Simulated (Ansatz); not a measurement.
Z-matrix (Å, degrees):
```
Si
S 1 2.162
H 1 1.483 2 108.3
H 1 1.483 2 107.5 3 119.0
H 1 1.483 2 108.6 3 -119.8
C 2 1.842 1 99.0 3 69.8
Al 2 2.397 1 97.1 3 124.3
Si 6 1.906 2 105.2 1 160.8
H 6 1.087 2 113.2 1 -57.3
H 7 1.576 2 119.0 1 35.3
H 8 1.489 6 107.5 2 177.8
H 8 1.493 6 118.7 2 53.3
```

Total charge 0; spin multiplicity 1. The bonds changed during the relaxation, so this is another structure than the one it started from.

(1) List the B3LYP/def2-TZVPP orbital energies in eV (Ansatz). (Best estimate.)

Results:

(1) The calculation gave: Occupied: -2418.69, -1799.82, -1798.52, -1524.40, -277.09, -216.66, -161.20, -161.11, -161.06, -144.34, -143.06, -112.38, -99.69, -99.63, -99.62, -98.39, -98.36, -98.35, -73.07, -72.98, -72.91, -21.73, -17.25, -14.87, -13.90, -12.31, -10.94, -10.55, -10.15, -9.64, -9.46, -8.89, -8.36, -6.66, -5.95. Lowest empty: -0.91, -0.86, -0.50, -0.01, 0.30, 0.48, 0.90, 1.27.

B3LYP here is the variant with VWN-RPA as its local correlation; programs differ in this.
